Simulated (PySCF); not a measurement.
GaH₃.

```xyz
4

Ga     0.0000     0.0000     0.0000
H      1.5617     0.0000     0.0000
H     -0.7808     1.3525     0.0000
H     -0.7808    -1.3525     0.0000
```
Charge 0, spin multiplicity 1.

Geometry: r2SCAN-D4/def2-TZVPD. The isomer is the one that the SMILES or the coordinates give; other isomers of the formula were not compared.

The numbers are results of HF/pcSseg-2 in PySCF, not measurements. Non-relativistic, no solvent.

Computed absolute GIAO shielding of each atom: isotropic value and principal components (ppm):
```csv
atom,σ(iso),σ11,σ22,σ33,span
Ga1,1420.3,1309.6,1309.6,1641.6,332.0
H2,26.3,21.3,22.8,34.9,13.6
H3,26.3,21.3,22.8,34.9,13.6
H4,26.3,21.3,22.8,34.9,13.6
```
